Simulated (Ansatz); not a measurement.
The cluster PtO₂⁻. Charge -1, multiplicity 2. Geometry r2SCAN-D4/def2-TZVPD.

```xyz
3

Pt    0.000    0.000    0.000
O    -0.774   -0.826    1.359
O     0.774    0.826   -1.359
```

In the def2 sets Pt takes a core potential; there is no spin–orbit coupling. LC-ωPBE has ω = 0.4 bohr⁻¹. HSE06 is defined as in plane-wave codes, on full-range PBE exchange. At PBE-D4/def2-TZVPD, B97M-V/def2-TZVPD the highest occupied level of the charge -1 doublet lies above zero (up to 0.83 eV). By energy differences its removal costs 2.74 eV (vertical, to the charge 0 singlet, at PBE-D4/def2-TZVPD); a positive level beside a positive removal energy at the same level points to self-interaction error. At PBE-D4/def2-TZVPD the gap within one spin of the charge -1 doublet nearly closes, so an electron or hole may be smeared out by delocalisation error. At LC-ωPBE/def2-TZVPD the program marks the result for the charge -1 doublet as doubtful (asymmetric forces). The structure comes from a short search, and lower isomers may exist.

(1) Estimate the α-spin orbital energies around the gap (eV) in Ansatz with PBE-D4/def2-TZVPD, B97M-V/def2-TZVPD, PBE0-D4/def2-TZVPD, HSE06-D4/def2-TZVPD, LC-ωPBE/def2-TZVPD.

Results:

(1) 
```csv
orbital,PBE-D4/def2-TZVPD,B97M-V/def2-TZVPD,PBE0-D4/def2-TZVPD,HSE06-D4/def2-TZVPD,LC-ωPBE/def2-TZVPD
HOMO−13,-52.17,-54.94,-56.08,-55.64,-58.50
HOMO−12,-51.80,-54.71,-55.92,-55.47,-58.21
HOMO−11,-18.30,-20.30,-21.34,-20.93,-24.00
HOMO−10,-16.94,-19.04,-19.91,-19.50,-22.39
HOMO−9,-5.76,-6.32,-7.70,-7.28,-10.60
HOMO−8,-4.95,-5.42,-6.97,-6.55,-10.03
HOMO−7,-4.89,-5.08,-6.39,-5.97,-9.43
HOMO−6,-2.44,-2.89,-4.32,-3.91,-7.12
HOMO−5,-2.40,-2.56,-3.74,-3.34,-6.44
HOMO−4,-2.14,-2.49,-3.43,-3.04,-6.43
HOMO−3,-1.62,-2.11,-3.43,-3.01,-6.38
HOMO−2,-1.60,-2.09,-3.42,-3.00,-5.85
HOMO−1,-0.82,-0.86,-2.00,-1.59,-4.70
HOMO,0.83,0.39,-0.91,-0.50,-3.64
LUMO,0.85,0.96,1.75,1.37,4.09
LUMO+1,3.43,3.37,3.72,3.53,4.35
LUMO+2,3.44,3.37,3.72,3.53,4.35
LUMO+3,3.51,3.52,3.79,3.62,4.35
LUMO+4,4.05,4.06,4.53,4.24,5.66
LUMO+5,5.87,5.92,6.51,6.20,7.57
β HOMO,-0.71,-0.79,-1.90,-1.50,-4.60
β LUMO,1.08,1.28,2.04,1.66,4.30
```
